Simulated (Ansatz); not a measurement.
```yaml
crystal:
  periodic: [true, true, true]
  atoms:
    - {symbol: O, position_ang: [-0.845092, 0.397926, 0.993150]}
    - {symbol: Si, position_ang: [0.172582, 0.069432, -0.223580]}
    - {symbol: Br, position_ang: [1.986817, -0.935834, 0.516043]}
    - {symbol: Br, position_ang: [-0.777897, -1.246547, -1.711538]}
    - {symbol: Br, position_ang: [0.686842, 1.990148, -1.129351]}
    - {symbol: H, position_ang: [-1.181151, -0.339226, 1.509075]}
basis:
  gaussian: {orbitals: ANO-RCC-VTZP}
total_charge: 1
magnetization: {spin_polarized: true, initial_magnetization: 1}
hamiltonian: {xc: {name: wPBEh}}
scf: {lower_state_search: light}
```

```sh
$ ansatz run in.yaml --threads 4 --pin off --events-out ev --progress --plain --max-ram 11315MiB
```

It prints (some lines left out):

```
Error: YAML parse error: error: line 2 column 3: crystal: missing field `lattice` (a structure is typed as `lattice` and `atoms`, a molecule's as `atoms` in Å alone, or read from a run's directory, `checkpoint`)
 --> <input>:2:3
1 | crystal:
2 |   periodic: [true, true, true]
3 |   atoms:
4 |     - {symbol: O, position_ang: [-0.845092, 0.397926, 0.993150]}
```

(1) What is wrong with this run?

Results:

(1) The molecule is marked periodic without a cell. The input was rejected before any iteration.
